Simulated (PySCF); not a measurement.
C4H7FO2. Atoms are numbered in the order given.

```xyz
14

C      2.3703     0.5946    -0.5741
C      1.4317     0.0137     0.1710
F      1.7199    -0.9878     1.0171
O      0.1430     0.3640     0.2075
C     -0.8366    -0.6901     0.1633
C     -2.1873    -0.0088     0.0890
O     -2.3128     0.7846    -1.0632
H      2.0913     1.3821    -1.2718
H      3.4129     0.3005    -0.4643
H     -0.7532    -1.3255     1.0595
H     -0.6620    -1.3047    -0.7370
H     -2.9729    -0.7806     0.0520
H     -2.3409     0.5767     1.0188
H     -1.5634     1.3971    -1.0600
```
Charge 0, spin multiplicity 1.

Coordinates come from a B3LYP-D3(BJ)/def2-SVP optimisation. The structure was generated by enumeration, and PubChem lists no compound with its InChIKey, so it may never have been made. One conformer was computed; it need not be the lowest.

Vertical ionisation energy (IE) and electron affinity (EA) in eV. Rows of orbital energies are one-electron estimates. Where ΔSCF, EOM or ADC give a negative EA the extra electron is unbound and the value depends on the basis.

| level | IE | EA |
|---|---|---|
| −ε(HOMO), −ε(LUMO), r2SCAN/def2-TZVP (PySCF) | ? | ? |
| −ε(HOMO), −ε(LUMO), PBE/def2-TZVP (PySCF) | 5.89 | 0.49 |

Q: Fill in the missing entries. (The exact figures need the calculation; the answer reports its results.)

A: 
- −ε(HOMO), −ε(LUMO), r2SCAN/def2-TZVP (PySCF), IE: 6.12
- −ε(HOMO), −ε(LUMO), r2SCAN/def2-TZVP (PySCF), EA: 0.22
